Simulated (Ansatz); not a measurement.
Mulliken charges of GaH$_{5}$N$_{2}$S, SMILES `[NH2][Ga]([NH2])[SH]` from ωB97M-V/def2-TZVPP in Ansatz (PBE0-D4/def2-TZVP geometry).

| atom | x (Å) | y (Å) | z (Å) | charge (e) |
| --- | --- | --- | --- | --- |
| N1 | 0.347 | 0.588 | -1.456 | -0.346 |
| Ga2 | -0.149 | -0.016 | 0.185 | 0.459 |
| N3 | 0.588 | -1.513 | 0.898 | -0.353 |
| S4 | -1.810 | 0.938 | 1.277 | -0.288 |
| H5 | 0.099 | 1.512 | -1.766 | 0.103 |
| H6 | 1.204 | 0.281 | -1.886 | 0.104 |
| H7 | 0.396 | -1.788 | 1.846 | 0.110 |
| H8 | 1.473 | -1.874 | 0.583 | 0.102 |
| H9 | -2.059 | 1.826 | 0.301 | 0.109 |

Q: By hand: the dipole of these point charges (1 e Å = 4.8032 D).

A: Σ q r = (0.230, 0.049, -0.179) e Å, of length 0.296 e Å = 1.42 D.

Q: How does the dipole of the full density compare? (An estimate is asked.)

A: The calculation gave: (0.414, 0.060, -0.169) e Å, 2.17 D; the point charges give 0.65 times that, at 16° from its direction.

Point charges leave out the atoms' own dipoles, such as those of lone pairs, and Mulliken's split depends on the basis, so the two needn't agree.
